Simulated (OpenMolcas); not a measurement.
# V2+: effect of the metal basis

V2+ with its 6 nearest fluoride ions at 2.118 Å, on the Cd site of idealised cubic KCdF3 (a = 4.302 Å, distance in the model lattice 2.151 Å). The rest of the host is ab initio model potentials to 7.6 Å and point charges beyond; the distance is set by hand and nothing relaxes.

```json
{"Program": "OpenMolcas", "Method": "SS-CASPT2, IPEA 0.25 Eh, imaginary shift 0.1 Eh (closed shells correlated: 3s 3p and the ligand valence shells)", "Spin-orbit coupling": "state interaction with AMFI integrals over the reference wave functions"}
```

Fixed: ligand basis ANO-RCC-VDZP, active space 3 electrons in 5 orbitals (3d), DKH2 Hamiltonian.

States (labels of O, the rotations of Oh). Energies in cm-1 above the lowest state or level, χT in cm3 K/mol.

```json
{"Run": "A", "Metal basis": "ANO-RCC-VDZP", "Ground state": "4A2", "First state of that spin": "4T2 11560", "First gap with spin-orbit (degeneracies)": "11490 (4, 2)", "χT at 300 K": "1.854", "First state of another spin": "2E 13820", "Cost": "roughly 2.9 core-minutes"}
{"Run": "B", "Metal basis": "ANO-RCC-VTZP", "Ground state": "4A2", "First state of that spin": "4T2 10930", "First gap with spin-orbit (degeneracies)": "10860 (4, 2)", "χT at 300 K": "1.854", "First state of another spin": "2E 13070", "Cost": "roughly 5 core-minutes"}
```

Against A, the first state of the same spin changes by -5.4 % in B.

Costs are those of the CASPT2 steps.

Roots that are degenerate in the reference are averaged as groups; the widest CASPT2 spread within a group is 620 cm-1 (the 3-fold group of multiplicity 2 near 60600 cm-1 above the lowest state of its run, B). Shifts and gaps below about the spread of the groups concerned are not significant. Over all roots computed the reference weight is 0.74 to 0.75 in A, 0.73 to 0.74 in B; a low but even weight reflects the number of correlated electrons. Ligand-to-metal charge-transfer states are missing. These CASPT2 states fit no ligand-field parameters well, so their order and spin gaps are uncertain. With no ligand orbital active B as a rule stays too high, so bands that hang on it stand too high and its fall with covalency is understated. With one d shell and no ligand orbital active, 10Dq can be off by tens of per cent for divalent 3d ions, low with halides held by bare charges and at times high in hosts. Free-ion shares, where given, are those of the reference states; single-state CASPT2 does not remix them. No measured value stands beside these numbers; the geometry was set by hand and not optimised.
